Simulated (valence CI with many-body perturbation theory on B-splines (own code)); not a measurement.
The numbers below are computed, except where a source is named.
## Ba43+: what the settings do

Method: valence CI with perturbative core correlation (CI+MBPT): three valence electrons over a frozen Dirac-Fock core [Ne], a basis of 6 s, 6 p, 5 d, 3 f, 1 g functions for each j, with the one-electron correlation potential Σ1, the two-electron term Σ2, the three-electron term Σ3, Breit, model QED; selected CI, second order for the rest, scaled by the run's own slope (own B-spline code, finite nucleus).

The last digits are not significant, and no measured levels were compared; by estimate large intervals hold to a few tenths of a per cent, small ones and those within an open d or f shell to about a per cent.

The reference run has the lowest level (3s^2 3p1/2) J=1/2 and an ionisation energy of 3364.12 eV. Its largest variational space holds 2788 state functions.

Levels are named by their leading jj configuration (3d3/2^4 stands for four electrons in 3d with j = 3/2), which in mixed levels can hold well under half, so a name can repeat and another be missing. Letters in brackets count levels of one name in rising energy.

Changed runs:
A. cutoff of virtual states (hartree) 6272 → 3540
B. scale of Σ1 1 → 0.9
C. logarithmic knot step 0.27 → 0.4; scale of Σ2 1 → 1.2
D. start configuration 3s2 3p1 → 3s2 3p2 (bad on purpose)

Excitation energies of the reference run in cm⁻¹, and shifts in cm⁻¹:

| Level | Reference | A | B | C |
| --- | --- | --- | --- | --- |
| (3s^2 3p3/2) J=3/2 | 789408 | -24 | -72 | +83 |
| (3s 3p1/2^2) J=1/2 | 866425 | +29 | +182 | +15 |
| (3s 3p1/2 3p3/2) J=3/2 [a] | 1504440 | +5.5 | +113 | +373 |
| (3s 3p1/2 3p3/2) J=5/2 | 1600160 | +2.9 | +109 | +208 |
| (3s 3p1/2 3p3/2) J=3/2 [b] | 1729940 | -8.5 | +108 | -78 |
| (3s 3p1/2 3p3/2) J=1/2 | 1795430 | +6.0 | +114 | -712 |
| (3s^2 3d3/2) J=3/2 | 2101860 | -80 | +96 | -872 |
| (3s^2 3d5/2) J=5/2 | 2195490 | -76 | +30 | -95 |
| (3s 3p3/2^2) J=5/2 | 2425950 | -37 | +40 | -352 |
| (3s 3p3/2^2) J=1/2 | 2589030 | -19 | +40 | -287 |
| (3p1/2^2 3p3/2) J=3/2 | 2608130 | +14 | +287 | -302 |
| (3s 3p3/2^2) J=3/2 | 2629610 | -20 | +42 | -769 |
| Ionisation energy (eV) | 3364.12 | -0.013 | -0.10 | -0.028 |

Run D: It gave no result: the electrons of core and valence do not add up to the charge. The program said: "core and valence hold 14 electrons, the ion has 13".
